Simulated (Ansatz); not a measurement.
Consider the cleavage of the Si–Si bond: `N[Si]([SiH3])(Cl)O[SiH3]` + `[OH][Sc]([F])[F]` → `[F][Sc]([F])[O][SiH3]` + `N[SiH](Cl)O[SiH3]`.

Isolated molecules relaxed with PBE0-D4/def2-TZVP in Ansatz; ΔE leaves out vibrations. CCSD(T)/CBS is the MP2 limit (def2-TZVPP, def2-QZVPP) plus CCSD(T) − MP2 in def2-TZVPP, frozen cores. Functionals use def2-TZVPP. B3LYP here is the variant with VWN-RPA as its local correlation; programs differ in this. For Sc outer-core shells are correlated without core-valence functions, which leaves a few kJ/mol of doubt a bond. Scalar relativity is left out up to krypton. Each species was taken in one conformer, which may not be the lowest.

`N[Si]([SiH3])(Cl)O[SiH3]`:

Z-matrix (Å, degrees):
```
Si
Si 1 2.333
Cl 1 2.064 2 108.4
N 1 1.705 2 117.2 3 -117.5
O 1 1.628 2 106.6 3 118.8
H 2 1.487 1 109.6 3 57.1
H 2 1.486 1 111.1 3 -63.8
H 2 1.490 1 109.5 3 175.9
H 4 1.006 1 120.8 2 95.9
H 4 1.007 1 121.7 2 -57.0
Si 5 1.647 1 138.9 2 171.0
H 11 1.484 5 110.7 1 42.6
H 11 1.485 5 109.8 1 -78.3
H 11 1.482 5 107.5 1 162.7
```

`[OH][Sc]([F])[F]`:

```xyz
5

O     0.176    0.101    1.282
Sc   -0.075   -0.043   -0.547
F    -1.632   -0.763   -1.232
F     1.227    0.531   -1.725
H     0.304    0.174    2.223
```

`[F][Sc]([F])[O][SiH3]`:

```xyz
8

F    -1.688   -1.367    2.460
Sc   -0.991    0.148    1.676
F    -1.240    1.790    2.474
O    -0.032    0.017    0.065
Si    0.794   -0.115   -1.338
H     1.789   -1.217   -1.245
H     1.513    1.153   -1.638
H    -0.145   -0.408   -2.454
```

`N[SiH](Cl)O[SiH3]`:

Cartesian coordinates in Å:
```
N 0.740 -0.987 -1.884
Si 0.868 -0.594 -0.243
Cl 0.219 -2.079 1.050
O -0.061 0.701 0.048
Si -1.093 1.343 1.153
H -0.160 -1.044 -2.332
H 1.404 -1.617 -2.304
H 2.286 -0.367 0.089
H -1.336 2.752 0.762
H -2.375 0.595 1.150
H -0.494 1.296 2.511
```

| level | ΔE (kJ/mol) | difference from CCSD(T)/CBS |
| --- | --- | --- |
| PBE-D4 | -87.1 | 31.1 |
| r2SCAN-D4 | -109.4 | 8.8 |
| B3LYP-D4 | -110.5 | 7.7 |
| B2PLYP | -121.9 | -3.7 |
| PBE | -92.4 | 25.8 |
| MP2/def2-TZVPP | -122.9 | -4.7 |
| HF/def2-QZVPP | -151.9 | -33.7 |
| MP2/def2-QZVPP | -124.6 | -6.4 |
| HF/CBS(def2) | -152.3 | -34.1 |
| MP2/CBS(def2) | -123.8 | -5.6 |
| CCSD(T)/CBS | -118.2 | 0 |

Largest T1 diagnostic among the species: 0.017.

From PBE to PBE0 (25 % exact exchange), in def2-TZVPP and without D4, ΔE moves by −9.4 kJ/mol. In def2-TZVPP, CCSD(T) changes the Hartree–Fock value by +31.2 kJ/mol (the triples alone add +4.3 kJ/mol) and MP2 by +25.6 kJ/mol. The D4 term adds +8.3 kJ/mol with B3LYP and +4.9 kJ/mol with PBE0; it sums over pairs of atoms, weighted by their polarisabilities, and B3LYP, whose exchange is more repulsive, gets the larger term.
